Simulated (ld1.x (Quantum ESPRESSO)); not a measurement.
nitrogen: excitation energies, all-electron against TM semilocal

nitrogen, norm-conserving Troullier–Martins (semilocal form), made with ld1.x (Quantum ESPRESSO) 7.5 (PBEsol, scalar-relativistic). Core [He], reference 2s1.75 2p3.25. Waves: 2p (bound): rc 2.30 bohr; 3d channel at 0.45 Ry: rc 2.30 bohr; 2s (bound): rc 0.80 bohr. Local part: the s channel. Core correction: Bessel-smoothed model core inside 0.45 bohr.

Energies are relative to the spin-unpolarised reference configuration 2s1.75 2p3.25; without spin polarisation the order of configurations can differ from experiment. The frozen-core shift is the all-electron ΔE with the core orbitals held at their reference shape minus the fully relaxed ΔE.

```json
{"valence configuration": "2s2 2p3", "charge": "0", "ΔE all-electron (eV)": "-2.856", "error AE − PS (meV)": "-1.1", "frozen-core shift (meV)": "0.0"}
{"valence configuration": "2s2 2p2", "charge": "+1", "ΔE all-electron (eV)": "10.665", "error AE − PS (meV)": "+82", "frozen-core shift (meV)": "+0.1"}
{"valence configuration": "2s2 2p1", "charge": "+2", "ΔE all-electron (eV)": "39.402", "error AE − PS (meV)": "+672", "frozen-core shift (meV)": "+2.1"}
{"valence configuration": "2s2 2p0", "charge": "+3", "ΔE all-electron (eV)": "86.287", "error AE − PS (meV)": "+2666", "frozen-core shift (meV)": "+12"}
{"valence configuration": "2s0 2p5", "charge": "0", "ΔE all-electron (eV)": "20.040", "error AE − PS (meV)": "-51", "frozen-core shift (meV)": "+1.2"}
{"valence configuration": "2s1 2p0", "charge": "+4", "ΔE all-electron (eV)": "163.804", "error AE − PS (meV)": "+4302", "frozen-core shift (meV)": "+40"}
```

Problem. What are ΔE and the potential's error for 2s2 2p3.3?

Solution. ΔE = -4.460 eV all-electron; the error (AE − PS) is -8.3 meV.
